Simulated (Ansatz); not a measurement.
Gas-phase electronic energies from Ansatz, PBE0-D4/def2-TZVP geometries. CBS: MP2 limit from def2 TZ/QZ plus the TZ coupled-cluster correction, frozen cores. This one scheme is used for every species. DFT in def2-TZVPP. Each species was taken in one conformer, which may not be the lowest.

Reaction (formal exchange of groups at a B–F bond): `FB1CN1` + `ClBCl` → `ClB(Cl)B1CN1` + H–F

```json
{"level": "LC-ωPBE", "ΔE (kJ/mol)": "111.5"}
{"level": "CCSD(T)/def2-TZVPP", "ΔE (kJ/mol)": "106.9"}
```

What does CCSD(T)/CBS give? (Best estimate.)

The calculation gave: +103.9 kJ/mol. The listed levels differ from it by 7.6, 3.0 kJ/mol.

Largest T1 diagnostic among the species: 0.014.

Leaving LDA and LC-ωPBE aside and taking each functional with its dispersion term where it has one, the values, not all of them listed here, spread over 24.0 kJ/mol, from revPBE-D4 to BHLYP-D4. From BLYP to BHLYP (50 % exact exchange), in def2-TZVPP and without D4, ΔE moves by +7.8 kJ/mol. The D4 term adds −8.6 kJ/mol with B3LYP and −5.1 kJ/mol with PBE0; it sums over pairs of atoms, weighted by their polarisabilities, and B3LYP, whose exchange is more repulsive, gets the larger term.

B3LYP here is the variant with VWN-RPA as its local correlation; programs differ in this.
